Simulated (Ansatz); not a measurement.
`O[BH][GaH2]`, relaxed with RKS PBE0-D4/def2-TZVP in Ansatz 0.2.0 from a GFN2-xTB geometry. The force threshold is 0.005 eV/Å; the program also tests the step.

Total charge 0; spin multiplicity 1.

Start:

```xyz
7

O    -0.070   -1.135   -0.745
B     0.760   -0.575    0.132
Ga   -0.420    1.136    0.428
H     0.107   -1.989   -1.154
H     1.769   -1.086    0.472
H    -1.751    1.164   -0.464
H    -0.395    2.485    1.330
```

| step | energy (eV) | largest force (eV/Å) | largest move (Å) |
| --- | --- | --- | --- |
| 1 | -55157.1962 | 1.502 | 0.000 |
| 2 | -55157.4303 | 0.823 | 0.195 |
| 3 | -55157.5028 | 0.749 | 0.179 |
| 4 (rejected) | -55157.4147 | 2.282 | 0.200 |
| 5 | -55157.5460 | 0.262 | 0.099 |
| 6 | -55157.5579 | 0.104 | 0.100 |
| 7 | -55157.5650 | 0.176 | 0.150 |
| 8 (rejected) | -55157.5648 | 0.879 | 0.200 |
| 9 | -55157.5743 | 0.189 | 0.100 |
| 10 | -55157.5832 | 0.351 | 0.097 |
| 11 | -55157.5962 | 0.580 | 0.149 |
| 12 | -55157.6028 | 0.815 | 0.196 |
| 13 | -55157.6361 | 0.214 | 0.200 |
| 14 | -55157.6484 | 0.187 | 0.137 |
| 15 | -55157.6525 | 0.046 | 0.053 |
| 16 | -55157.6532 | 0.048 | 0.048 |
| 17 (rejected) | -55157.6523 | 0.179 | 0.019 |
| 18 | -55157.6534 | 0.010 | 0.006 |
| 19 | -55157.6534 | 0.003 | 0.002 |

End:

```xyz
7

O    -0.091   -1.690   -0.273
B     0.522   -0.484   -0.216
Ga   -0.589    1.204    0.359
H     0.489   -2.408   -0.545
H     1.696   -0.425   -0.502
H    -1.333    2.125   -0.684
H    -0.694    1.679    1.861
```

Hardware: 2 threads of an Intel Xeon on a shared host. Wall time 3 min, peak host memory 0.28 GiB.
